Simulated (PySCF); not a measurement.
## Proton affinity of `C#[C][GaH2]` (C2H3Ga), site by site

Parent: `C#[C][GaH2]` (C2H3Ga). Atom numbers as in the mapped SMILES `[CH:1]#[C:2][GaH2:3]`.

Computed at PBE0-D3(BJ)/def2-TZVP // PBE0-D3(BJ)/def2-SVP with PySCF (density fitting, grid level 2). Zero-point and thermal terms (298.15 K, 1 bar) come from unscaled PBE0-D3(BJ)/def2-SVP harmonic frequencies, with soft modes damped to free rotors in the entropy.

```csv
site,product,PA / eV,GB / eV
C1 (alkyne carbon),C=[C+][GaH2],7.73,7.45
```

PA is −ΔH and GB is −ΔG of B + H⁺ → BH⁺ in the gas phase. Sites whose products fell apart, merged with another or lost in a GFN2-xTB screen aren't listed.

In cyclohexane the product from C1 is solvated 1.27 eV more strongly than the parent (electrostatics only).

Known limits: atoms from Ga to Kr are treated without relativity; protonation at a multiple bond is drawn as the open cation; a hydrogen-bridged form may lie lower, and the ion may have rearranged by a hydride shift; protonation of a hydridic H, with loss of H₂, was not considered.

Hardware: 1 thread of AMD EPYC, shared with other jobs. Command: `OMP_NUM_THREADS=1 python redox_run.py task.json out`. Structures, frequencies and single points: 4.4 min.
